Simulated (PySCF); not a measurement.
States of one metal complex from SC-NEVPT2 in the d shell, PySCF, above the ground state:

```csv
2S+1,degeneracy,energy / cm⁻¹,f (electric dipole)
4,1,0,–
4,1,8867,2.6e-05
2,1,8972,–
4,1,10736,7.9e-05
2,1,11823,–
2,1,15639,–
4,1,16144,3.7e-05
2,1,18507,–
4,1,18726,1.3e-05
2,1,20073,–
2,1,23478,–
4,1,24404,1.2e-04
```

Task: Which of these complexes, all computed at model or optimised geometries, gave the data?
A. VCl2 (d3, linear)
B. MnF4 (d3, tetrahedral)
C. [Mo(H2O)6]3+ (d3, octahedral)
D. Co(SH)2 (d7, linear)

Result: B. MnF4 (d3, tetrahedral) has 4B (from 4T1), then 4B (from 4T1) at 8867, 2A (from 2E) at 8972 cm⁻¹ (NEVPT2). The others: [Mo(H2O)6]3+ (d3, octahedral) has 4Ag, then 2Eg at 12631, 2Tg at 13065 cm⁻¹ (NEVPT2); Co(SH)2 (d7, linear) has 4Ag, then 4Bg at 63, 4Bg at 1973 cm⁻¹ (NEVPT2); VCl2 (d3, linear) has 4Σg-, then 4Πg at 2927, 4Φg at 4454 cm⁻¹ (NEVPT2).

On MnF4: Charge-transfer states lie outside this active space and may come lower than some of these levels. NEVPT2 lifts 4A (from 4T1) from 8530 to 10736 cm⁻¹; on the d shell alone such lifts tend to overshoot. An active orbital has only 0.74 squared overlap with the free ion's shell, so the metal shell alone is a small active space here. NEVPT2 on the d shell alone tends to put d–d bands too high for such charged or covalently bound ions.
